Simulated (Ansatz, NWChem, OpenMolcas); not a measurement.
## Worked example: the enthalpy of C2H2Cl4 + CH2BrCl → C2H3Cl3 + CHBrCl2

Gas-phase species: C2H2Cl4 (1,1,2,2-tetrachloroethane) `ClC(Cl)C(Cl)Cl`, singlet; CH2BrCl (bromochloromethane) `ClCBr`, singlet; C2H3Cl3 (1,1,2-trichloroethane) `ClCC(Cl)Cl`, singlet; CHBrCl2 (bromodichloromethane) `ClC(Cl)Br`, singlet. The partners trade Cl for H; both sit on C, so the bond types are kept.

Shapes, held fixed at every level: PBE0-D4/def2-TZVP. Flexible molecules stand in one conformer, not always the lowest. Programs: Ansatz 0.2.0, NWChem 7.3.0, OpenMolcas 26.06. A level may come from different programs for different species; with the same settings they agree closely. The zero-point and thermal terms to 298 K, harmonic and unscaled (PBE0-D4/def2-TZVP), stand in the table.

At B3LYP/6-31G* (spherical functions); 1 Eh = 2625.50 kJ/mol:

| species | energy (Eh) | H(298 K) − E (kJ/mol) | tabulated ΔfH (kJ/mol) |
| --- | --- | --- | --- |
| C2H2Cl4 | -1918.169315 | 123.4 | -149.2 |
| CH2BrCl | -3073.368807 | 88.1 | -44.7 |
| C2H3Cl3 | -1458.591653 | 146.0 | -151.3 |
| CHBrCl2 | -3532.947055 | 65.7 | -51.5 |

**Question.** Work out the reaction enthalpy at 298 K from the calculation and from the table of heats.

**Answer.** 
1. Electronic: (-1458.591653) + (-3532.947055) − [(-1918.169315) + (-3073.368807)] = -0.000586 Eh = -1.5 kJ/mol.
2. Zero-point and thermal: (146.0) + (65.7) − [(123.4) + (88.1)] = +0.2 kJ/mol.
3. Computed ΔH = -1.3 kJ/mol.
4. From the heats of formation (Active Thermochemical Tables, CRC Handbook of Chemistry and Physics): (-151.3) + (-51.5) − [(-149.2) + (-44.7)] = -8.9 kJ/mol.
5. Computed less tabulated: +7.6 kJ/mol. Tabulated heats carry uncertainties of their own.

Relativity is left out for Br.
